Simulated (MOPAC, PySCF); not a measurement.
CH$_{6}$OSi$_{2}$, SMILES `[Si@@H]1([SiH3])CO1`, neutral singlet in the gas phase. 

Z-matrix (Å, degrees):
```
Si
O 1 1.6766
C 2 1.4805 1 70.07
H 3 1.0863 2 112.88 1 -115.01
H 3 1.0865 4 113.86 2 130.20
H 1 1.4807 2 115.47 3 -107.63
Si 1 2.3340 6 116.34 2 141.79
H 7 1.4806 1 108.92 6 174.29
H 7 1.4825 8 109.60 1 -121.03
H 7 1.4833 8 109.59 9 -119.22
```
Charge 0, spin multiplicity 1.

All levels are single points at this geometry (B3LYP-D3(BJ)/def2-TZVP); Pople sets use spherical d functions. Orbital energies aren't observables, and empty levels follow the basis.

BP86/6-31G* in PySCF gives HOMO (eV) = -6.23.

### Question
Estimate the HOMO (eV) from each of these levels: PBE-D3(BJ)/def2-TZVP in PySCF; TPSSh-D3(BJ)/def2-TZVP in PySCF; B3LYP/6-31G* in PySCF; B3LYP/LANL2DZ in PySCF; M06-2X/6-31G* in PySCF; PBE/6-31G* in PySCF; HF/3-21G in PySCF; HF/STO-3G in PySCF; AM1 in MOPAC; PM3 in MOPAC; PM6 in MOPAC; PM7 in MOPAC.

### Answer

```csv
level,HOMO (eV)
PBE-D3(BJ)/def2-TZVP in PySCF,-6.34
TPSSh-D3(BJ)/def2-TZVP in PySCF,-6.88
B3LYP/6-31G* in PySCF,-7.12
B3LYP/LANL2DZ in PySCF,-7.34
M06-2X/6-31G* in PySCF,-8.55
PBE/6-31G* in PySCF,-6.12
HF/3-21G in PySCF,-10.30
HF/STO-3G in PySCF,-7.46
AM1 in MOPAC,-10.50
PM3 in MOPAC,-9.52
PM6 in MOPAC,-9.07
PM7 in MOPAC,-10.55
```
